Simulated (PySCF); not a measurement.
**Ta (tantalum, neutral) across methods**

[Xe] 4f14 5d3 6s2, high-spin 4F determinant. All numbers are calculated (PySCF 2.14, scalar relativity through the core potential, in def2-QZVPPD with the def2 core potential (60 electrons) (7s6p4d3f2g, 84 functions)).

```
method  E (hartree)  mean ε 6s α (eV)  mean ε 6s β (eV)  mean ε 5d α (eV)  Σ⟨r²⟩ (bohr²)   ⟨S²⟩
   M06     -56.8007            -5.932            -5.631            -5.217          57.92  3.751
  BP86     -56.9307            -5.832            -4.782            -4.506          58.53  3.757
r2SCAN     -56.8613            -5.930            -4.623            -4.873          58.98  3.774
   PBE     -56.8588            -5.699            -4.578            -4.420          58.72  3.757
  PBE0     -56.8241            -6.343            -5.160            -5.628          58.66  3.758
   UHF    -56.29356            -7.699            -5.918            -8.924          60.89  3.778
   LDA     -56.6982            -5.896            -4.858            -4.402          58.63  3.756
  BLYP     -56.8263            -5.456            -4.607            -4.166          58.88  3.755
```

Problem. Estimate the same row for M06-L.

Solution. E (hartree) = -56.8620; mean ε 6s α (eV) = -5.456; mean ε 6s β (eV) = -4.625; mean ε 5d α (eV) = -4.485; Σ⟨r²⟩ (bohr²) = 58.54; ⟨S²⟩ = 3.758.

Energies and moments cover only the electrons outside the core potential. Spin-orbit coupling, absent here, splits the open shell strongly.
